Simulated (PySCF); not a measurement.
# What builds the third ionisation energy along the halogens

All values are computed (PySCF 2.14, energy differences of UHF-based or UKS calculations, no spin-orbit coupling). Each column adds one step, in eV (sums use unrounded values): valence MP2, valence CCSD, valence triples, then the next inner shell at CCSD(T) (F 1s, Cl 2s 2p, Br 3s 3p 3d, I 4s 4p 4d). References (NIST) marked * lie between the lowest fine-structure levels; the others compare directly ((s) semi-empirical, (t) theoretical).

```
                                                                       element     UHF  + MP2  + CCSD   + (T)  + inner shell     sum          reference
               F [He] 2s2 2p3 → [He] 2s2 2p2 (aug-cc-pwCVDZ, non-relativistic)  62.155  0.363  -0.236  -0.001          0.021  62.302       62.708 (s) *
              Cl [Ne] 3s2 3p3 → [Ne] 3s2 3p2 (aug-cc-pwCVDZ, non-relativistic)  38.959  0.483  -0.085   0.006         -0.010  39.353  39.8 ± 0.11 (s) *
Br [Ar] 3d10 4s2 4p3 → [Ar] 3d10 4s2 4p2 (aug-cc-pwCVDZ-PP with ECP10MDF, ECP)  34.621  0.403  -0.054   0.006          0.075  35.052   34.871 ± 0.019 *
 I [Kr] 4d10 5s2 5p3 → [Kr] 4d10 5s2 5p2 (aug-cc-pwCVDZ-PP with ECP28MDF, ECP)  29.813  0.325  -0.038   0.006          0.085  30.190    29.57 ± 0.025 *
```

Double-zeta sets recover only part of the correlation energy.

What remains against the references is mostly basis incompleteness and, for starred values, spin-orbit coupling.

Task: What share of the correlation contribution for I comes from the inner shell?

Result: The four steps add to 0.378 eV, of which the inner shell gives 0.085 eV, or 22 %.
